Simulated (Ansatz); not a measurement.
Species: C2H8O2S2Sn, SMILES `C[O][Sn]([SH])([SH])[O]C` (charge 0, multiplicity 1).

Problem. Give a relaxed geometry from PBE0-D3(BJ)/def2-SVP run with Ansatz (a first-principles code).

Solution. This is not unique; one that fits is the end point of this relaxation, one of several conformers (outside a Z-matrix the atoms follow the SMILES, hydrogens last).
Cartesian coordinates (Å) in one orientation:
```xyz
15

C     -2.132    -0.469    -1.025
O     -1.536    -0.480     0.246
Sn    -0.066     0.768     0.694
S      0.224     0.271     3.018
S     -0.508     3.019     0.012
O      1.545     0.378    -0.388
C      2.244    -0.830    -0.236
H     -1.485    -0.925    -1.797
H     -3.063    -1.057    -0.977
H     -2.398     0.550    -1.367
H     -0.741    -0.674     2.919
H      0.545     2.949    -0.837
H      3.218    -0.734    -0.744
H      2.444    -1.081     0.823
H      1.710    -1.685    -0.690
```
